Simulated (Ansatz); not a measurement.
System: sum formula BNH$_{2}$F (charge 0, doublet). It need not be the lowest isomer of its formula. 
Geometry from a B3LYP-D3(BJ)/def2-TZVP (Ansatz, a program for electronic structure) optimisation:
SMILES: N[B]F
```xyz
5

B      0.1684     0.1379    -0.4888
F      1.1270    -0.4449     0.2227
N     -1.1090     0.3499     0.0053
H     -1.8323     0.7908    -0.5344
H     -1.3894     0.0740     0.9376
```
Charge 0, spin multiplicity 2.

Computed values are from Ansatz. Cores are frozen in the correlated levels unless marked. UHF or UKS for open shells. Spin-orbit coupling is left out. Non-relativistic. Basis-set limits of correlation are two-point, X^-3; Hartree-Fock from the larger set (for Q and 5 zeta extrapolated as (X+1)exp(-9√X)).

```yaml
atomisation energy De: 445.4 kcal/mol at CCSD(T)/CBS(cc-pVQZ,cc-pV5Z)
total_energy: -180.5121 Eh at CCSD(T)/CBS(cc-pVQZ,cc-pV5Z)
dipole_moment: 2.51 D at CCSD(T)/aug-cc-pVDZ
T1 diagnostic: 0.014 at CCSD/cc-pV5Z
```
